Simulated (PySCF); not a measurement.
# C (carbon, neutral): UHF calculation

Configuration: [He] 2s1 2p3, high-spin 5S determinant (an excited configuration). Calculation: PySCF 2.14, in dyall-av2z (11s7p2d, 42 functions); no relativity, point nucleus.

```
Total energy                                     : -37.597965 hartree
One-electron energy                              : -50.2444 hartree
Hartree (Coulomb) energy                         : 17.9056 hartree
Exchange energy                                  : -5.2591 hartree
Kinetic energy                                   : 37.59635 hartree
⟨S²⟩                                             : 6.0000
⟨L²⟩                                             : 0.000
Sum of ⟨r⟩                                       : 7.076 bohr
Sum of ⟨r²⟩                                      : 13.56 bohr²
Density at the nucleus (Gaussians lack the cusp) : 120 bohr⁻³
Spin density at the nucleus                      : 2.83 bohr⁻³
Langevin diamagnetic susceptibility              : -10.7 ×10⁻⁶ cm³/mol
```

| shell | electrons | mean orbital energy (eV) | rms radius, mean of both spins (bohr) |
| --- | --- | --- | --- |
| 1s α | 1 | -308.74 | 0.312 |
| 1s β | 1 | -305.51 | 0.312 |
| 2s α | 1 | -25.617 | 1.67 |
| 2p α | 3 | -13.032 | 1.88 |

Spin-orbit constants ζ (cm⁻¹) from the X2C one-electron operator on these orbitals (non-relativistic here): bare nucleus, nucleus screened by l(l+1)(2l+1)/3 electrons, and screened by the Breit-Pauli mean field of the electrons.

```
shell   bare  screened nucleus  mean field
   2p  59.90             39.93       31.93
```
